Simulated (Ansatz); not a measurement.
`[CH3][GeH2][Se]C` + `N=O` → `CN=O` + `C[Se][GeH3]`  (substitution at a C–Ge bond)

Program: Ansatz. Geometries: PBE0-D4/def2-TZVP. ΔE: electronic, gas phase. CCSD(T)/CBS adds triple-zeta CCSD(T) − MP2 to the extrapolated MP2 energy (def2 sets, frozen cores). This one scheme is used for every species. Functionals use def2-TZVPP. B3LYP here is the variant with VWN-RPA as its local correlation; programs differ in this. For Ge, Se outer-core shells are correlated without core-valence functions, which leaves a few kJ/mol of doubt a bond. Scalar relativity is left out up to krypton. Each species was taken in one conformer, which may not be the lowest.

```
             level  ΔE (kJ/mol)
           BLYP-D4          9.2
           ωB97X-V         12.4
            revPBE          6.9
             B3LYP          5.4
RPA@PBE/def2-TZVPP         27.8
  CCSD(T)/def2-SVP         12.3
     HF/def2-TZVPP          7.7
CCSD(T)/def2-TZVPP         22.7
```

Q: What does CCSD(T)/CBS give? (Best estimate.)

A: Ansatz gave: +20.8 kJ/mol. The listed levels differ from it by -11.6, -8.4, -13.9, -15.4, 7.0, -8.5, -13.1, 1.9 kJ/mol.

Largest T1 diagnostic among the species: 0.015.

From r2SCAN to r2SCAN0 (25 % exact exchange), in def2-TZVPP and without D4, ΔE moves by +3.0 kJ/mol. In def2-TZVPP, CCSD(T) changes the Hartree–Fock value by +15.0 kJ/mol (the triples alone add +0.2 kJ/mol) and MP2 by +18.9 kJ/mol. The D4 term adds +5.8 kJ/mol with B3LYP and +3.4 kJ/mol with PBE0; it sums over pairs of atoms, weighted by their polarisabilities, and B3LYP, whose exchange is more repulsive, gets the larger term.
